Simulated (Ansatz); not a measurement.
Ansatz (a first-principles code) input:

Ansatz 0.2 input:
```yaml
crystal:
  periodic: [false, false, false]
  atoms:
    - {symbol: Y, position_ang: [0.32113376, -0.27958311, 0.65736647]}
    - {symbol: O, position_ang: [1.45445149, -0.27366361, -0.84881232]}
    - {symbol: F, position_ang: [-1.78025622, 0.55998671, 0.22222399]}
basis:
  gaussian:
    orbitals: def2-TZVP
hamiltonian:
  xc: b3lyp
  dispersion: d3bj
total_charge: -1
magnetization: {spin_polarized: true, initial_magnetization: 1}
relax: {f_tol: 0.002, max_steps: 150}
```

### Question
What final total energy does it print?

### Answer
-213.62869 Eh (B3LYP-D3(BJ)/def2-TZVP). The basis has 102 functions.

The spin state was set by rule; other spins were not relaxed.
